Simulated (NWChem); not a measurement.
Species: C2H2ClF3; SMILES FC(F)[C@H](F)Cl

```xyz
8

F     -0.2311    -2.0343     0.6149
C      0.4573    -0.9094     0.2630
F      0.9181    -1.0597    -1.0016
C     -0.5078     0.2824     0.3425
F     -1.4900     0.1438    -0.5832
Cl     0.4039     1.8051     0.0785
H      1.3160    -0.7720     0.9599
H     -0.9563     0.3395     1.3570
```
Atoms are numbered in this order, from 1.

Computed with NWChem. Pople sets run with spherical d functions. Coordinates come from a PBE-D3(BJ)/def2-SVP optimisation. Atomic charges in e: unrestrained fits to the electrostatic potential beside Mulliken populations; buried atoms are poorly determined by the fit.

Q: What does the run give for Hartree-Fock/6-31G*? Quantities: ESP F1; Mulliken F1; ESP C2; Mulliken C2; ESP F3; Mulliken F3; ESP C4; Mulliken C4; ESP F5; Mulliken F5; relative RMS misfit of the potential (%).

A: 
- ESP F1: -0.28
- Mulliken F1: -0.43
- ESP C2: 0.59
- Mulliken C2: 0.73
- ESP F3: -0.27
- Mulliken F3: -0.41
- ESP C4: 0.28
- Mulliken C4: 0.14
- ESP F5: -0.21
- Mulliken F5: -0.40
- relative RMS misfit of the potential (%): 24
